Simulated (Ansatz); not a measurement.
hydrogen telluride (H$_{2}$Te), singlet, at a GFN2-xTB geometry (core potentials on Te); B3LYP5/def2-SVP run with Ansatz (an electronic-structure program).

Here is a job for Ansatz.
Ansatz 0.2 input:
```yaml
crystal:
  periodic: [false, false, false]
  atoms:
    - {symbol: Te, position_ang: [-0.00025927, 0.04373338, 0.00203842]}
    - {symbol: H, position_ang: [-1.13139252, -1.14269398, -0.07705391]}
    - {symbol: H, position_ang: [1.14487465, -1.13144164, -0.02894369]}
basis:
  gaussian:
    orbitals: def2-SVP
hamiltonian:
  xc: b3lyp5
accuracy: high
```

It wrote (shortened):

```
Functional definition: B3LYP5
847 factors; integrals over basis functions are off by at most 1.6e-9 eV
mean field evaluation 1: about -7325.0318 eV, gradient 4.6e0 eV
mean field evaluation 2: about -7325.0937 eV, gradient 3.1e0 eV
mean field evaluation 4: about -7325.1225 eV, gradient 2.2e-1 eV
mean field evaluation 8: about -7325.1187 eV, gradient 5.1e-4 eV
mean field evaluation 16: about -7325.1187 eV, gradient 6.7e-8 eV
mean field -7325.11871719 eV, -269.1931477130 hartree, gradient 6.7e-8 eV, S^2 0.000000; 0 other end points of the search recorded, 0 dependent functions left out
reference -7325.11874421 eV, -269.1931487059 hartree; 13, 13 occupied and 23, 23 virtual orbitals, 847 factors
Total energy: -7325.11874421 eV, -269.1931487059 hartree
```
